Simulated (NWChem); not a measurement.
System: C₃H₄F₂; SMILES C=CC(F)F

The following NWChem deck was run.

```
start job
memory heap 200 mb stack 900 mb global 1100 mb
geometry units angstroms noautoz
  C     -0.032749     1.908796     0.237488
  C      0.645859     0.831867    -0.183549
  C      0.018540    -0.517024    -0.392545
  F      0.711025    -1.464542     0.321742
  F     -1.282859    -0.534645     0.024986
  H     -1.109578     1.843908     0.457487
  H      0.464127     2.880756     0.376297
  H      1.724057     0.877314    -0.412269
  H      0.036361    -0.831426    -1.464554
end
basis spherical
  * library def2-svp
end
dft
  xc r2scan
  iterations 150
  vectors input atomic output neutral.movecs
end
task dft energy
charge 1
dft
  odft
  mult 2
  vectors input atomic output cation.movecs
end
task dft energy
```

Structure relaxed at the PBE-D3(BJ)/def2-SVP level.

Ions are spin-unrestricted doublets at the neutral geometry; other ion states weren't tried.

Task: Predict the main results of this run. (r2SCAN/def2-SVP, vertical spin-unrestricted ions.) Quantities: vertical ionisation energy, ΔSCF (eV); −ε(HOMO) (eV).

Result: 
```
Item                                   Value
-------------------------------------  -----
vertical ionisation energy, ΔSCF (eV)  10.65
−ε(HOMO) (eV)                           7.31
```
